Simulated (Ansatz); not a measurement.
Diatomic AlZn, multiplicity 2 (the spin of the measured ground state). No spin–orbit coupling. Zn is treated without relativity.

Seven points along R, fitted to fifth degree in 1/R; most abundant isotopes. In def2 and cc sets the state is the lowest found near the PBE0 minimum, followed along R.

The values were computed with Ansatz (an electronic-structure program). 

Task: What bond length and harmonic frequency does r2SCAN/def2-TZVPP give, and what D_e (from each atom's lowest state at the same level)?

Result: r_e = 2.623 Å, ω_e = 198 cm⁻¹, D_e = 0.51 eV.

Task: What bond length and harmonic frequency does wB97X-V/def2-TZVPP give, and what D_e (from each atom's lowest state at the same level)?

Result: r_e = 2.803 Å, ω_e = 129 cm⁻¹, D_e = 0.23 eV.

Task: What bond length and harmonic frequency does wB97M-V/def2-TZVPP give, and what D_e (from each atom's lowest state at the same level)?

Result: r_e = 2.766 Å, ω_e = 142 cm⁻¹, D_e = 0.28 eV.
